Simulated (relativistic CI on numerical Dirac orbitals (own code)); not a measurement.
**Sensitivity of the levels of Ga5+ to α and to the nuclear radius**

These numbers are calculated, not measured: Dirac-Coulomb-Breit CI, separate exchange-only KLI orbitals for each configuration, valence Slater integrals scaled by 0.85, P86 correlation energy added to each configuration, derivatives by finite differences, QED left out (own radial code, finite nucleus).

CI space (outside the closed core [Ne] 3s2): 3p6.3d8, 3p6.3d7.4s, 3p6.3d7.4p, 3p5.3d9, 3p6.3d7.4d, 3p4.3d10, 3p6.3d7.4f, 3p6.3d6.4s2. Levels of other configurations are missing.

With x = (α/α₀)² − 1 an excitation energy changes as ω = ω₀ + qx; K = 2q/ω₀ is the relative enhancement. Terms are leading LS components, so labels can repeat. The field-shift factor is F = δν/δ⟨r²⟩ for the transition from the lowest level.

Lowest level 3p6.3d8 3F_4.

| Level | ω₀ (cm⁻¹) | q (cm⁻¹) | K | F (GHz/fm²) |
| --- | --- | --- | --- | --- |
| 3p6.3d8 3F_3 | 3125 | 3142 | 2.01 | 0.0165 |
| 3p6.3d8 3F_2 | 5037 | 4607 | 1.83 | 0.0247 |
| 3p6.3d8 1D_2 | 19251 | 895.9 | 0.0931 | 0.0295 |
| 3p6.3d8 3P_2 | 24114 | 3854 | 0.32 | 0.0476 |
| 3p6.3d8 3P_1 | 24459 | 3222 | 0.263 | 0.0455 |
| 3p6.3d8 3P_0 | 24899 | 3334 | 0.268 | 0.0467 |
| 3p6.3d8 1G_4 | 32379 | 2308 | 0.143 | 0.0556 |
| 3p6.3d8 1S_0 | 69575 | 2959 | 0.0851 | 0.123 |
| 3p6.3d7.4s 5F_5 | 293376 | -12880 | -0.0878 | 6 |
| 3p6.3d7.4s 5F_4 | 295493 | -10820 | -0.0732 | 6.01 |
| 3p6.3d7.4s 5F_3 | 297172 | -9129 | -0.0614 | 6.02 |
| 3p6.3d7.4s 5F_2 | 298373 | -7998 | -0.0536 | 6.02 |
| 3p6.3d7.4s 5F_1 | 299144 | -7304 | -0.0488 | 6.03 |
| 3p6.3d7.4s 3F_4 | 303985 | -11810 | -0.0777 | 5.76 |
| 3p6.3d7.4s 3F_3 | 306843 | -8985 | -0.0586 | 5.78 |
| 3p6.3d7.4s 3F_2 | 308707 | -7367 | -0.0477 | 5.78 |
| 3p6.3d7.4s 5P_3 | 318906 | -11070 | -0.0694 | 6.05 |
| 3p6.3d7.4s 5P_2 | 319401 | -11240 | -0.0704 | 6.04 |
| 3p6.3d7.4s 5P_1 | 320540 | -9814 | -0.0612 | 6.05 |
| 3p6.3d7.4s 3G_5 | 321642 | -11570 | -0.072 | 5.99 |
| 3p6.3d7.4s 3G_4 | 322683 | -10840 | -0.0672 | 5.98 |
| 3p6.3d7.4s 3G_3 | 324224 | -8819 | -0.0544 | 6 |
| 3p6.3d7.4s 1G_4 | 327787 | -9816 | -0.0599 | 5.9 |

At this charge configurations can still be misplaced by up to about 7 % of their energy.
